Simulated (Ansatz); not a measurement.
Relaxation of Al(H2O)Cl3 (AlCl3OH2) with RKS PBE-D4/def2-SVP.

```sh
$ ansatz run in.yaml --threads 4 --pin off --events-out ev --progress --plain --max-ram 3916MiB
```

```yaml
crystal:
  periodic: [false, false, false]
  atoms:
    - {symbol: Al, position_ang: [0.036880, -0.071140, -0.905850]}
    - {symbol: O, position_ang: [-0.003000, 0.007560, 1.140330]}
    - {symbol: H, position_ang: [-0.742960, -0.289660, 1.680820]}
    - {symbol: H, position_ang: [0.603280, 0.552010, 1.653440]}
    - {symbol: Cl, position_ang: [2.078180, -0.029340, -1.114550]}
    - {symbol: Cl, position_ang: [-0.978910, 1.664630, -1.343190]}
    - {symbol: Cl, position_ang: [-0.993460, -1.834060, -1.111010]}
basis:
  gaussian: {orbitals: def2-SVP}
hamiltonian: {xc: pbe, dispersion: d4}
scf: {omitted_lower_state_checks: [starts]}
output: {orbitals: {seedname: orbitals}}
relax: {f_tol: 0.02, max_steps: 100}
```

It took 18 s on 4 threads of Arm Neoverse V2 on a shared host.

Positions (Å) and forces (eV/Å) at steps 1, 2, 3, 4, 5, 7, 9, 10, 11, 12, 13, 14, 15, 16, 19 of 19:

```xyz
7
step=1 energy=-46214.4658 eV
Al    0.037   -0.071   -0.906   -0.117    0.184    1.074
O    -0.003    0.008    1.140    0.157   -0.286   -1.050
H    -0.743   -0.290    1.681   -0.431   -0.124    0.341
H     0.603    0.552    1.653    0.321    0.344    0.362
Cl    2.078   -0.029   -1.115    1.301    0.004   -0.188
Cl   -0.979    1.665   -1.343   -0.595    1.014   -0.357
Cl   -0.993   -1.834   -1.111   -0.636   -1.134   -0.182
7
step=2 energy=-46214.6146 eV
Al    0.031   -0.059   -0.871   -0.003    0.000    0.369
O     0.021   -0.029    1.156    0.059   -0.135   -0.559
H    -0.758   -0.276    1.686   -0.094    0.016    0.054
H     0.602    0.561    1.666    0.049    0.106    0.089
Cl    2.138   -0.029   -1.133   -0.040    0.012    0.011
Cl   -1.013    1.719   -1.379    0.021   -0.039    0.023
Cl   -1.021   -1.887   -1.125    0.008    0.039    0.013
7
step=3 energy=-46214.6294 eV
Al    0.034   -0.064   -0.852    0.015   -0.026    0.158
O     0.037   -0.055    1.139    0.005   -0.049   -0.126
H    -0.770   -0.258    1.653    0.015    0.037   -0.035
H     0.596    0.570    1.639   -0.021    0.022   -0.005
Cl    2.142   -0.022   -1.120   -0.052    0.006   -0.008
Cl   -1.014    1.717   -1.349    0.020   -0.037    0.022
Cl   -1.026   -1.888   -1.109    0.019    0.047   -0.006
7
step=4 energy=-46214.6350 eV
Al    0.045   -0.080   -0.828    0.019   -0.031   -0.109
O     0.054   -0.083    1.135   -0.075    0.054    0.289
H    -0.788   -0.223    1.620    0.134    0.026   -0.117
H     0.579    0.593    1.614   -0.062   -0.072   -0.091
Cl    2.147   -0.021   -1.130   -0.039   -0.009    0.003
Cl   -1.009    1.705   -1.297   -0.002    0.004    0.021
Cl   -1.027   -1.891   -1.115    0.026    0.028    0.003
7
step=5 energy=-46214.6375 eV
Al    0.049   -0.087   -0.830    0.028   -0.044   -0.050
O     0.059   -0.090    1.137   -0.033    0.001    0.162
H    -0.796   -0.208    1.602    0.071    0.025   -0.049
H     0.568    0.609    1.597   -0.038   -0.025   -0.031
Cl    2.150   -0.030   -1.133   -0.035   -0.002   -0.012
Cl   -1.009    1.705   -1.257   -0.010    0.018   -0.009
Cl   -1.022   -1.898   -1.117    0.018    0.028   -0.011
7
step=7 energy=-46214.6400 eV
Al    0.061   -0.104   -0.825    0.005   -0.004    0.014
O     0.072   -0.108    1.158    0.012    0.014   -0.005
H    -0.808   -0.186    1.581    0.001    0.000    0.001
H     0.536    0.646    1.578   -0.014   -0.012   -0.002
Cl    2.154   -0.045   -1.158   -0.005   -0.002   -0.003
Cl   -1.001    1.701   -1.202   -0.001    0.005   -0.002
Cl   -1.015   -1.904   -1.133    0.001    0.000   -0.002
7
step=9 energy=-46214.6292 eV rejected
Al    0.081   -0.090   -0.815   -0.001    0.126   -0.114
O     0.106   -0.076    1.153   -0.606    0.341    0.857
H    -0.750   -0.369    1.583    0.831    0.270   -0.443
H     0.378    0.778    1.589   -0.254   -0.643   -0.352
Cl    2.157   -0.112   -1.225    0.022    0.017   -0.017
Cl   -0.944    1.746   -1.195    0.060   -0.097    0.027
Cl   -1.028   -1.877   -1.090   -0.053   -0.014    0.042
7
step=10 energy=-46214.6416 eV
Al    0.084   -0.104   -0.826   -0.028    0.044    0.066
O     0.088   -0.104    1.163    0.066    0.192    0.083
H    -0.790   -0.269    1.567    0.068   -0.003   -0.043
H     0.453    0.711    1.577   -0.115   -0.188   -0.086
Cl    2.168   -0.062   -1.201   -0.017   -0.026   -0.004
Cl   -0.967    1.713   -1.185    0.014    0.005   -0.009
Cl   -1.035   -1.885   -1.095    0.011   -0.024   -0.008
7
step=11 energy=-46214.6443 eV
Al    0.094   -0.093   -0.824   -0.019    0.046    0.041
O     0.100   -0.088    1.161   -0.196    0.272    0.348
H    -0.761   -0.360    1.565    0.416    0.129   -0.209
H     0.378    0.762    1.586   -0.201   -0.399   -0.182
Cl    2.172   -0.086   -1.235   -0.030   -0.026   -0.001
Cl   -0.938    1.734   -1.192    0.024   -0.011    0.001
Cl   -1.045   -1.869   -1.061    0.006   -0.012    0.001
7
step=12 energy=-46214.6636 eV
Al    0.109   -0.084   -0.818   -0.011    0.034    0.031
O     0.119   -0.062    1.167   -0.049    0.112    0.127
H    -0.694   -0.456    1.557    0.129    0.024   -0.100
H     0.242    0.824    1.575   -0.077   -0.146   -0.080
Cl    2.173   -0.130   -1.279   -0.013   -0.019   -0.008
Cl   -0.895    1.762   -1.172    0.023   -0.013    0.007
Cl   -1.053   -1.853   -1.031   -0.001    0.009    0.022
7
step=13 energy=-46214.6774 eV
Al    0.125   -0.077   -0.804    0.037    0.022   -0.061
O     0.134   -0.047    1.174    0.027   -0.004    0.021
H    -0.657   -0.511    1.522    0.027   -0.033   -0.013
H     0.143    0.853    1.562   -0.064    0.022   -0.004
Cl    2.176   -0.158   -1.319   -0.048   -0.016    0.012
Cl   -0.864    1.780   -1.147    0.023   -0.020    0.016
Cl   -1.056   -1.841   -0.988   -0.002    0.029    0.030
7
step=14 energy=-46214.6783 eV
Al    0.126   -0.076   -0.803    0.038    0.020   -0.062
O     0.135   -0.046    1.174    0.035   -0.005    0.016
H    -0.656   -0.515    1.519    0.021   -0.038   -0.009
H     0.137    0.853    1.562   -0.064    0.031    0.001
Cl    2.177   -0.159   -1.321   -0.049   -0.016    0.011
Cl   -0.863    1.782   -1.146    0.023   -0.020    0.015
Cl   -1.056   -1.840   -0.983   -0.003    0.028    0.027
7
step=15 energy=-46214.6815 eV
Al    0.158   -0.062   -0.788   -0.003    0.009   -0.071
O     0.168   -0.009    1.186   -0.578    0.531    0.530
H    -0.558   -0.629    1.476    0.434    0.414   -0.132
H    -0.050    0.906    1.541    0.120   -0.994   -0.395
Cl    2.186   -0.208   -1.364   -0.034   -0.017    0.008
Cl   -0.823    1.800   -1.124    0.023    0.034    0.014
Cl   -1.081   -1.799   -0.927    0.038    0.022    0.046
7
step=16 energy=-46214.7121 eV
Al    0.166   -0.052   -0.788    0.002    0.020    0.012
O     0.174    0.025    1.194    0.034   -0.018   -0.027
H    -0.454   -0.674    1.483   -0.008   -0.009    0.021
H    -0.201    0.885    1.484   -0.031    0.014   -0.015
Cl    2.180   -0.245   -1.390   -0.006   -0.017   -0.001
Cl   -0.774    1.837   -1.098   -0.002    0.010    0.007
Cl   -1.091   -1.777   -0.886    0.010    0.000    0.002
7
step=19 energy=-46214.7139 eV
Al    0.170   -0.052   -0.785    0.000   -0.001    0.000
O     0.178    0.039    1.195   -0.008    0.001    0.009
H    -0.411   -0.684    1.507    0.005    0.003    0.000
H    -0.260    0.885    1.438    0.003   -0.006   -0.004
Cl    2.178   -0.266   -1.397    0.000    0.000   -0.001
Cl   -0.761    1.849   -1.066    0.000    0.002   -0.002
Cl   -1.093   -1.771   -0.893    0.000    0.001   -0.001
```
